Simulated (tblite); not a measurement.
C6H8S (charge +1 and doublet state).
Structure used (GFN2-xTB), in Å, numbered top down from 1:
```
atom  x, y, z in Å
C1    -2.0418   -0.7822    2.3094
C2    -1.3700   -0.2100    1.3047
S3    -1.8614    1.3169    0.6511
C4    -0.6312    1.6594   -0.6611
C5     0.4368    0.7318   -0.8293
C6     1.3560   -0.0392   -0.9879
C7     2.4561   -0.9227   -1.2003
H8    -2.9064   -0.3214    2.7595
H9    -1.7354   -1.7347    2.7091
H10   -0.4966   -0.6523    0.8460
H11   -0.2416    2.6587   -0.4322
H12   -1.2155    1.7489   -1.5850
H13    2.4329   -1.7488   -0.4906
H14    3.3940   -0.3769   -1.0839
H15    2.4197   -1.3196   -2.2162
```

The geometry is computed with GFN2-xTB (gas phase). This method treats the open shell by occupation alone, without spin polarisation.

Masses are those of the commonest isotopes; rigid-rotor values at the optimised geometry. The values belong to one conformer with, in the numbering `[CH2:1]=[CH:2][S+:3][CH2:4][C:5]#[C:6][CH3:7]`, C1–C2–S3–C4 179°, C2–S3–C4–C5 -3°.

Problem. What are A, B and C (cm⁻¹)?

Solution. Ia = 141.26, Ib = 431.04, Ic = 565.93 u·Å²; 505379 MHz·u·Å²/I gives 3578, 1172 and 893.0 MHz, that is A = 0.11934, B = 0.03911, C = 0.02979 cm⁻¹.

Problem. What kind of rotor is it?

Solution. An asymmetric top. Ray's parameter κ = (2B − A − C)/(A − C) = -0.792; −1 is the prolate and +1 the oblate limit.

Problem. What does the inertial defect say?

Solution. Not planar: Δ = Ic − Ia − Ib = -6.37 u·Å². For a rigid frame Δ = −2 Σ m c², so Σ m c² = 3.19 u·Å² lies off the ab plane: 3.15 from hydrogen and 0.04 from heavier atoms. The atom farthest from that plane is 0.92 Å away.

Problem. Where do the levels up to J = 2 lie, in cm⁻¹?

Solution. Above 0(0,0):
J = 1: 1(0,1) 0.0689, 1(1,1) 0.1491, 1(1,0) 0.1584
J = 2: 2(0,2) 0.2059, 2(1,2) 0.2776, 2(1,1) 0.3056, 2(2,1) 0.5462, 2(2,0) 0.5470
The levels of one J sum to (2J + 1)J(J + 1)(A + B + C)/3.

For this open shell read J as N, the rotation without spin; fine and hyperfine splittings come on top. Its lowest GFN2-xTB frequency is 6i cm⁻¹, too small to tell a flat minimum from a shallow saddle. No vibrational averaging or centrifugal distortion is included, and the geometry carries the error of its method.
